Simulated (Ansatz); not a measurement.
Sn₂F₃. Total charge 0; doublet. Geometry PBE0-D4/def2-SVP, basis def2-TZVP, Ansatz.

```xyz
5

Sn   -0.4647   -0.2019   -1.4943
Sn    0.7750   -0.3288    1.3301
F    -0.5873    0.9997    0.3006
F     2.2972    0.7801    0.7814
F    -2.0202   -1.2490   -0.9178
```

| run | HOMO (eV) | LUMO (eV) |
| --- | --- | --- |
| A | -8.00 | -1.33 |
| B | -5.81 | -3.39 |
| C | -5.24 | -3.86 |
| D | -7.41 | -1.76 |
| E | -6.08 | -3.23 |
| F | -4.88 | -4.05 |

In the def2 sets Sn takes a core potential; there is no spin–orbit coupling. LC-ωPBE has ω = 0.4 bohr⁻¹. Another isomer (doublet) lies 0.28 eV lower at PBE0-D4/def2-TZVP; other spin states weren't run for this one.

HOMO and LUMO are taken over both spins.

Question: The runs used LC-ωPBE, PBE, PBE0, r2SCAN, r2SCAN0, ωB97M-V. Estimate which is which.

Answer: A LC-ωPBE (range-separated); B PBE0 (25 % exact exchange); C r2SCAN (0 % exact exchange); D ωB97M-V (range-separated); E r2SCAN0 (25 % exact exchange); F PBE (0 % exact exchange). Exact exchange lowers occupied and raises empty levels; among semilocal functionals meta-GGAs tend to open the gap a little, and such runs are hard to tell apart. The gap grows from 0.83 eV (PBE) to 6.67 eV (LC-ωPBE).
